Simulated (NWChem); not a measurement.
System: H3SO4 cation; SMILES O=S(=O)(O)[OH2+]

Input file for NWChem:

```
start job
memory heap 200 mb stack 900 mb global 1100 mb
charge 1
geometry units angstroms noautosym nocenter noautoz
  O     -1.523213     0.367968     0.149788
  S     -0.081897     0.332849     0.158589
  O      0.860238     0.496840     1.244595
  O      0.461154     0.753551    -1.268276
  O      0.263959    -1.677451    -0.200979
  H      1.447306     0.873076    -1.267919
  H      0.411623    -2.176150     0.638724
  H     -0.481639    -2.118371    -0.675473
end
basis spherical
  O library def2-svp
  S library def2-svp
  H library def2-svp
end
dft
  xc m06-2x
  iterations 150
end
cosmo
  dielec 2.4
end
task dft energy
```

Structure relaxed at the PBE-D3(BJ)/def2-SVP level.

Level: M06-2X/def2-SVP with COSMO at NWChem's default radii, gas-phase geometry; the question gives the dielectric constant. Reactions with the solvent are ignored.

Task: Predict the main results of this run. (M06-2X/def2-SVP, COSMO on the gas-phase geometry.) Quantities: electrostatic solvation energy (kcal/mol).

Result: 
| Item | Result |
|---|---|
| electrostatic solvation energy (kcal/mol) | -44.9 |
